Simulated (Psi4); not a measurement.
dimethyl telluride (C₂H₆Te), singlet, geometry from GFN2-xTB (core potentials on Te). Base run: PBE/def2-SVP run with Psi4.

Geometry (Å):
```xyz
9

C      1.5140    -0.6181     0.9736
Te     0.0164     0.1965    -0.3540
C     -1.6021    -0.4383     0.9293
H      1.3801    -1.6875     1.0765
H      2.4887    -0.4186     0.5499
H      1.4434    -0.1493     1.9468
H     -1.5950    -1.5157     1.0342
H     -2.5349    -0.1286     0.4786
H     -1.5056     0.0209     1.9049
```
All else is at Psi4's defaults (density fitting; Cartesian or spherical functions as each basis is defined).

Variants of this job, named by their change:

```csv
change,basis functions,E (Eh),dipole (D),core-seconds (rough)
base,84,-347.63729,1.17,7
basis = def2-SV(P),66,-347.62228,1.16,6
basis = def2-SVPD,123,-347.64447,1.26,10
basis = def2-TZVP,148,-347.74363,1.26,10
basis = def2-TZVPD,187,-347.74425,1.25,20
basis = def2-TZVPP,?,?,1.25,10
```

**Question.** What belongs in the gaps?

**Answer.** 
- basis = def2-TZVPP, basis functions: 196
- basis = def2-TZVPP, E (Eh): -347.74592

Totals compare only among sets that treat the same electrons; sets with core potentials leave the core out.
